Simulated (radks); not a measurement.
The numbers below are computed, except where a source is named.
Ionisation of neutral europium, [Xe] 4f7 6s2, to [Xe] 4f7 6s1 as the strength of local exchange is varied. Code: a radial shooting solver on a logarithmic mesh with Libxc functionals. Model: Dirac Kohn-Sham, Slater X-alpha exchange (alpha = 2/3 is LDA exchange), no correlation, spin-unpolarised, spherical densities, point nucleus; open shells are shared between the two j in proportion to 2j + 1.

alpha  E(Eu) (hartree)  exchange (hartree)  IE (eV)  -e of the level emptied (eV)  <r> of it (bohr)
0.582      -10809.4323           -199.6852    5.010                 2.641 (6s1/2)             4.429
0.583      -10809.7754           -200.0352    5.014                 2.644 (6s1/2)             4.428
0.613      -10820.0741           -210.5461    5.140                 2.752 (6s1/2)             4.395
0.667      -10838.6386           -229.5161    5.376                 2.961 (6s1/2)             4.332
0.755      -10868.9647           -260.5704    5.782                 3.330 (6s1/2)             4.229
1.005      -10955.6063           -349.7394    7.047                 4.504 (6s1/2)             3.954
1.018      -10960.1313           -354.4144    7.116                 4.569 (6s1/2)             3.940

NIST Atomic Spectra Database: 5.670 eV (measured). The Delta-SCF value meets it near alpha = 0.73. Spin polarisation and multiplet splitting are left out, so open shells lie too high by an amount that depends on their filling. Sharing an open shell by 2j + 1 raises it above the true ground level by a part of the spin-orbit splitting, which enters the differences from NIST.

Beside tabulated values, note that spin-unpolarised runs miss the spin-polarisation part of the exchange energy of open shells.
